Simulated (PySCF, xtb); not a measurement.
methyl 2,2-dimethylpropanoate (C6H12O2), SMILES COC(=O)C(C)(C)C.

Harmonic wavenumbers (cm⁻¹) from xtb with GFN2-xTB at its own minimum, in rising order: 29, 60, 127, 167, 180, 218, 235, 269, 296, 327, 345, 376, 483, 597, 722, 804, 900, 968, 969, 970, 1012, 1035, 1044, 1124, 1140, 1159, 1233, 1252, 1271, 1388, 1397, 1403, 1424, 1443, 1466, 1479, 1491, 1491, 1493, 1498, 1510, 1774, 2975, 2988, 3028, 3032, 3034, 3034, 3041, 3042, 3046, 3046, 3050, 3053.

Q: What does r2SCAN-D4/def2-SVP (PySCF) give at its own minimum? (Estimate from the structure and the level; the computed values follow.)

A: 38, 125, 145, 204, 216, 262, 277, 296, 323, 343, 367, 380, 500, 594, 776, 805, 883, 943, 947, 951, 1017, 1035, 1053, 1167, 1181, 1208, 1227, 1250, 1306, 1363, 1374, 1399, 1442, 1450, 1454, 1454, 1458, 1467, 1471, 1475, 1495, 1824, 3029, 3031, 3040, 3045, 3123, 3123, 3139, 3144, 3146, 3147, 3149, 3186. Paired by order, the mean absolute difference is 36 cm⁻¹ and the zero-point energies are 107.1 and 109.0 kcal/mol.
